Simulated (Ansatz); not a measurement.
Job for Ansatz (a program for electronic structure): R-CCSD(T)/aug-cc-pV(D+d)Z on AlH3 (SMILES [AlH3]) with ghost functions. Files ending in .json are basis or fitting sets from the Basis Set Exchange.

Ansatz 0.2 input:
```yaml
crystal:
  periodic: [false, false, false]
  atoms:
    - {symbol: Al, position_ang: [-0.16156664, 0.36406354, 0.26279560]}
    - {symbol: H, position_ang: [1.25364788, 0.82433566, -0.29958177]}
    - {symbol: H, position_ang: [-1.23650146, 1.48888221, 0.59489616]}
    - {symbol: H, position_ang: [-0.69082091, -1.08214948, -0.13618389]}
basis:
  gaussian:
    orbitals: aug-cc-pV_D+d_Z.json
    ghost_atoms:
      - {symbol: C, position_ang: [0.74139717, -0.29308943, 3.26494928]}
      - {symbol: N, position_ang: [0.41955755, -0.06061317, 2.19616748]}
      - {symbol: H, position_ang: [1.04290311, -0.51052547, 4.26594809]}
magnetization: {spin_polarized: false}
correlation: {method: ccsd_t, electrons: outside_noble_gas}
scf: {lower_state_search: off}
```

Program output:

```
WARN ansatz: RAYON_NUM_THREADS=2 ignored (pool sized by the plan → 2); use --threads N
Functional definition: HF
these checks for a lower state are left out or cut short: stability, starts, cluster_reference, orbital_swaps, neighbouring_geometries, increment
integrals: 0.16 GiB planned
928 factors; integrals over basis functions are off by at most 7.8e-4 eV
mean field: 0.19 GiB planned
mean field evaluation 1: about -6629.1277 eV, gradient 8.8e0 eV
mean field evaluation 2: about -6629.1275 eV, gradient 8.8e0 eV
mean field evaluation 4: about -6629.5615 eV, gradient 2.7e-1 eV
mean field evaluation 8: about -6629.5622 eV, gradient 3.9e-4 eV
mean field -6629.56217058 eV, -243.6319160902 hartree, gradient 2.2e-6 eV, S^2 0.000000; 0 other end points of the search recorded, 0 dependent functions left out
5 core orbitals not correlated
reference -6629.56217058 eV, -243.6319160902 hartree; 3, 3 occupied and 106, 106 virtual orbitals, 928 factors
second order -2.23458178 eV of doubles, -0.00000000 eV of singles
coupled cluster: 0.48 GiB planned
cycle   1  -2.73063153 eV  change   -5.0e-1 eV  update   5.3e-2
cycle   2  -2.92662781 eV  change   -2.0e-1 eV  update   1.8e-2
cycle   3  -2.92890495 eV  change   -2.3e-3 eV  update   3.9e-3
cycle   4  -2.92873700 eV  change    1.7e-4 eV  update   1.3e-3
cycle   5  -2.92866921 eV  change    6.8e-5 eV  update   3.9e-4
cycle   6  -2.92861382 eV  change    5.5e-5 eV  update   1.0e-4
cycle   7  -2.92862255 eV  change   -8.7e-6 eV  update   3.4e-5
cycle   8  -2.92863356 eV  change   -1.1e-5 eV  update   1.0e-5
cycle   9  -2.92863371 eV  change   -1.5e-7 eV  update   4.0e-6
perturbative correction -0.03708858 eV, -0.0013629802 hartree
Total energy: -6632.52789287 eV, -243.7409043741 hartree
Checks for a lower state left out: stability, starts, cluster_reference, orbital_swaps, neighbouring_geometries, increment
```

Self-consistency was reached.

Cost: about 4 core-seconds (a rough figure).
